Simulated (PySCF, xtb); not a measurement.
BiBr2, SMILES [Br][Bi+][Br] (connectivity only; charge and spin as stated), charge +1, multiplicity 1.

GFN2-xTB run with xtb at its own geometry gives an orbital gap of 1.52 eV.

The structure is a stationary point at B3LYP-D3(BJ)/def2-SVP. The spin state was assumed, not searched. The isomer is the one that the SMILES or the coordinates give; other isomers of the formula were not compared. The def2 effective core potentials stand for the cores of Bi; spin–orbit coupling is left out.

What does PBE/def2-TZVPD (PySCF) give? (The exact figures need the calculation; the answer reports its results.)

gap 1.99 eV (levels -12.40 and -10.41 eV).
